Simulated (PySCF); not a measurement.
A structure optimised at PBE-D3(BJ)/def2-SVP, used in a PySCF frequency run:

```xyz
13

C     -1.4153    -0.8171    -0.2644
S      0.0000     0.0000     0.5188
C      0.0000     1.6342    -0.2644
C      1.4153    -0.8171    -0.2644
H     -1.3326    -0.7694    -1.3671
H     -2.3266    -0.3007     0.0934
H     -1.4237    -1.8645     0.0934
H      0.0000     1.5388    -1.3671
H      0.9029     2.1652     0.0934
H     -0.9029     2.1652     0.0934
H      1.3326    -0.7694    -1.3671
H      2.3266    -0.3007     0.0934
H      1.4237    -1.8645     0.0934
```
Charge +1, spin multiplicity 1.

Problem. Write its SMILES, formula and point group.

Solution. C[S+](C)C, C3H9S, C3v

Problem. What are its rotational constants (standard atomic weights)?

Solution. 5.9434, 5.9434, 3.6976 GHz
